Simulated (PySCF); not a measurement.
CrO2F, SMILES [O]=[Cr](=[O])[F] (connectivity only; charge and spin as stated), neutral, multiplicity 2. Atoms are numbered in the order given.

```xyz
4

Cr     0.0000     0.0000     0.0401
O      0.0000     1.2984     0.8787
O      0.0000    -1.2984     0.8787
F      0.0000     0.0000    -1.6691
```
Charge 0, spin multiplicity 2.

Geometry optimised at PBE0-D3(BJ)/def2-SVP. A frequency run showed that this geometry is not a minimum. The multiplicity is an assumed one; other spin states were not compared. The isomer is the one that the SMILES or the coordinates give; other isomers of the formula were not compared.

Method: PBE0/def2-TZVPD run with PySCF.

Mulliken values depend strongly on the basis, most of all with diffuse functions as here. ESP charges are fitted to the potential on shells at 1.4 to 2.0 van der Waals radii. Atomic charges (e):

| atom | ESP fit | meta-Löwdin | Mulliken | Mulliken spin |
|---|---|---|---|---|
| Cr1 | 1.11 | (withheld) | 1.95 | 1.21 |
| O2 | -0.39 | (withheld) | -0.65 | -0.11 |
| O3 | -0.39 | (withheld) | -0.65 | -0.11 |
| F4 | -0.33 | (withheld) | -0.65 | 0.00 |

**Question.** Fill in the missing entries. (The exact figures need the calculation; the answer reports its results.)

**Answer.** 
- Cr1, meta-Löwdin: 1.43
- O2, meta-Löwdin: -0.45
- O3, meta-Löwdin: -0.45
- F4, meta-Löwdin: -0.52
